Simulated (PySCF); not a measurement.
Job file and geometry (Å, from GFN2-xTB) of a spin–spin coupling run on `InChI=1S/BBrGe2H6/c2-4-1-3/h1H,4H2,3H3`, PySCF 2.14.0, density-fitted response routines, B3LYP/pcJ-1 Br:pcSseg-1 Ge:pcSseg-1 indirect spin-spin coupling, non-relativistic, gas phase; density fitting, a coarse starting grid and PySCF grid level 2 are the driver's defaults:

```
$ OMP_NUM_THREADS=1 python probes_run.py task.json out

{"job": {"kind": "j", "xc": "B3LYP", "basis": "pcJ-1"}, "charge": 0, "multiplicity": 1}
Ge    -1.804807    -0.180709    -0.043545
B     -0.017887     0.090004     0.793428
Ge     1.655702     0.341214    -0.290627
Br     3.092412    -1.373684     0.232975
H     -1.838776    -0.187576    -1.538818
H     -2.468473    -1.458004     0.356117
H     -2.798399     0.868721     0.343393
H      0.089278     0.070258     1.957535
H      2.503329     1.576556    -0.027917
H      1.596503     0.257873    -1.805069
```

**Question.** Write the output of this run.

**Answer.** 
```
coarse grid: 42176 points
cycle   1  E = -6755.9453033610  dE = -2.345e+00  |g| = 1.443e+00  |ddm| = 2.974e+00
cycle   2  E = -6755.9078829378  dE =  3.742e-02  |g| = 1.334e+00  |ddm| = 1.212e+00
cycle   3  E = -6756.0413478255  dE = -1.335e-01  |g| = 2.222e-01  |ddm| = 8.718e-01
cycle   4  E = -6756.0463370524  dE = -4.989e-03  |g| = 5.931e-02  |ddm| = 1.906e-01
cycle   5  E = -6756.0467607214  dE = -4.237e-04  |g| = 1.079e-02  |ddm| = 5.950e-02
cycle   6  E = -6756.0467880943  dE = -2.737e-05  |g| = 1.886e-03  |ddm| = 1.397e-02
cycle   7  E = -6756.0467885988  dE = -5.045e-07  |g| = 5.562e-04  |ddm| = 1.737e-03
final grid: 82592 points
cycle   8  E = -6756.0467252939  dE = -2.932e-08  |g| = 6.814e-04  |ddm| = 1.974e-03
cycle   9  E = -6756.0467252580  dE =  3.589e-08  |g| = 8.537e-04  |ddm| = 1.685e-03
cycle  10  E = -6756.0467253758  dE = -1.178e-07  |g| = 7.819e-05  |ddm| = 8.989e-04
cycle  11  E = -6756.0467253766  dE = -7.767e-10  |g| = 1.202e-05  |ddm| = 6.332e-05
converged SCF energy = -6756.0467253766

Indirect spin-spin couplings (Hz)
  i      j    bonds     total        FC       PSO       DSO        SD
  1 B    4 H    2      7.151     8.026    -0.074    -0.822     0.021
  1 B    5 H    2      6.865     7.433     0.075    -0.739     0.096
  1 B    6 H    2      8.581     9.108     0.081    -0.718     0.110
  1 B    7 H    1    144.825   146.137    -3.183     1.441     0.430
  1 B    8 H    2     13.705    14.251     0.151    -0.772     0.075
  1 B    9 H    2     14.382    15.138     0.060    -0.835     0.019
  4 H    5 H    2     -0.136     2.559     1.133    -3.828         -
  4 H    6 H    2     -1.880     0.754     1.116    -3.750         -
  4 H    7 H    3     12.665    14.697     1.257    -3.290         -
  4 H    8 H    4     -0.740     0.294     0.468    -1.502         -
  4 H    9 H    4      1.397     0.024    -0.564     1.937         -
  5 H    6 H    2    -16.072   -13.481     1.106    -3.697         -
  5 H    7 H    3     -0.965    -0.621     0.421    -0.764         -
  5 H    8 H    4     -7.809    -6.235     0.727    -2.301         -
  5 H    9 H    4     -0.879     0.082     0.445    -1.406         -
  6 H    7 H    3     -1.655    -1.255     0.465    -0.866         -
  6 H    8 H    4     12.134    12.918     0.395    -1.180         -
  6 H    9 H    4     -1.136    -0.143     0.461    -1.454         -
  7 H    8 H    3     -1.473    -1.067     0.433    -0.838         -
  7 H    9 H    3     11.259    13.308     1.251    -3.300         -
  8 H    9 H    2      9.084    11.136     0.845    -2.896         -
```

Size and cost of the density-fitted run: 210 basis functions, 58 s wall time on 1 thread of an Arm Neoverse V1, shared host; peak memory 0.95 GiB.
